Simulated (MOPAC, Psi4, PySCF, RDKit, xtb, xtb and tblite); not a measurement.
Relaxed torsion scan: SMILES C#CC[SiH2]C(=O)OC. Scanned: dihedral C3–Si4–C5–O6; all other coordinates were relaxed at GFN2-xTB. Points at φ and −φ are mirror images.

Geometry of the scan point at -100° (Å):
```
16

C      4.2036    -0.5838     0.5638
C      3.1140    -0.5714     0.0686
C      1.7975    -0.5544    -0.5199
Si     0.5208     0.3076     0.6170
C     -1.1628     0.2008    -0.2963
O     -1.6937     1.0700    -0.9420
O     -1.6951    -1.0173    -0.1313
C     -2.9495    -1.2681    -0.7565
H      5.1636    -0.5998     0.9853
H      1.4870    -1.5851    -0.7147
H      1.8507    -0.0400    -1.4839
H      0.3830    -0.4199     1.8795
H      0.8545     1.7190     0.8042
H     -3.2104    -2.2971    -0.5237
H     -3.7048    -0.5817    -0.3689
H     -2.8669    -1.1253    -1.8358
```

GFN2-xTB (xtb and tblite); MMFF94 // GFN2-xTB (RDKit); B3LYP/def2-SVP // GFN2-xTB (Psi4); B3LYP-D3(BJ)/def2-SVP // GFN2-xTB (Psi4); PBE/def2-SVP // GFN2-xTB (Psi4); PBE-D3(BJ)/def2-SVP // GFN2-xTB (Psi4); UFF // GFN2-xTB (RDKit); AM1, restricted, heats of formation // GFN2-xTB (MOPAC); PM3, restricted, heats of formation // GFN2-xTB (MOPAC); GFN1-xTB // GFN2-xTB (xtb); RKS-B3LYP/6-31G* = restricted B3LYP/6-31G*, spherical d, density fitting // GFN2-xTB run with PySCF 2.14.0; RKS-B3LYP/3-21G = restricted B3LYP/3-21G, density fitting // GFN2-xTB in PySCF; RKS-B3LYP/6-311+G** = restricted B3LYP/6-311+G**, spherical d, density fitting // GFN2-xTB (PySCF 2.14.0); RKS-BP86/6-31G* = restricted BP86/6-31G*, spherical d, density fitting // GFN2-xTB in PySCF 2.14.0.

Least-squares fit of E(φ) = a0 + Σ (a_n cos nφ + b_n sin nφ), n = 1 to 4, to the 18 scan points, in kcal/mol above the lowest point of each profile (levels whose profile four harmonics don't fit are not listed):

```tsv
method	a0	a1	b1	a2	b2	a3	b3	a4	b4	rms of fit
GFN2-xTB	0.08	0.00	0.00	-0.07	0.00	-0.03	0.00	0.02	0.00	0.00
MMFF94	0.73	-0.03	0.00	-0.32	0.00	0.43	0.00	0.00	0.00	0.01
B3LYP/def2-SVP	0.60	-0.15	0.00	-0.45	0.00	-0.07	0.00	0.06	0.00	0.01
B3LYP-D3(BJ)/def2-SVP	0.56	-0.08	0.00	-0.48	0.00	-0.08	0.00	0.06	0.00	0.01
PBE/def2-SVP	0.60	-0.19	0.00	-0.47	0.00	-0.01	0.00	0.07	0.00	0.01
PBE-D3(BJ)/def2-SVP	0.57	-0.14	0.00	-0.48	0.00	-0.02	0.00	0.07	0.00	0.01
UFF	1.50	0.62	0.00	-0.20	0.00	0.73	0.00	0.01	0.00	0.01
AM1	0.32	-0.18	0.00	-0.09	0.00	-0.08	0.00	0.02	0.00	0.01
PM3	0.33	-0.15	0.00	-0.17	0.00	-0.03	0.00	0.02	0.00	0.00
GFN1-xTB	0.26	-0.17	0.00	0.07	0.00	-0.14	0.00	-0.04	0.00	0.01
RKS-B3LYP/6-31G*	0.51	-0.19	0.00	-0.33	0.00	-0.04	0.00	0.06	0.00	0.01
RKS-B3LYP/3-21G	0.49	0.04	0.00	-0.38	0.00	-0.15	0.00	0.00	0.00	0.01
RKS-B3LYP/6-311+G**	0.55	-0.21	0.00	-0.35	0.00	-0.04	0.00	0.04	0.00	0.01
RKS-BP86/6-31G*	0.49	-0.24	0.00	-0.31	0.00	0.01	0.00	0.05	0.00	0.01
```

MMFF94 has few fitted parameters for silicon.
